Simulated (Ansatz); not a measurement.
System: sum formula GeBrCl₂, net charge 0, doublet state. It need not be the lowest isomer of its formula. SMILES: [Cl][Ge]([Cl])[Br]
Geometry: optimised at B3LYP-D3(BJ)/def2-TZVP (Ansatz, an electronic-structure program).

Quantity: atomisation energy (electronic, to ground-state atoms), in kcal/mol. Valence correlation only, unless marked. Open shells are spin-unrestricted. No spin-orbit coupling. Frozen are the shells of the preceding noble gas and the d and f shells that filled before the atom's block. No relativistic terms. The coupled-cluster limit lacks core correlation, which all-electron functionals hold. CBS(X,Y): correlation extrapolated as X^-3; Hartree-Fock from the larger set.

```csv
level,program,atomisation energy (kcal/mol)
B3LYP-D4/def2-TZVPD,Ansatz + dftd4,227.7
r2SCANh-D4/def2-TZVPD,Ansatz + dftd4,237.8
CAM-B3LYP-D4/def2-TZVPD,Ansatz + dftd4,224.6
MP2/6-31G*,Ansatz,209.5
MP2/def2-TZVPPD,Ansatz,235.4
"RI-MP2/CBS(def2-TZVPP,def2-QZVPP)",Ansatz,244.2
"CCSD(T)/CBS(def2-TZVPPD,def2-QZVPPD)",Ansatz,232.2
```
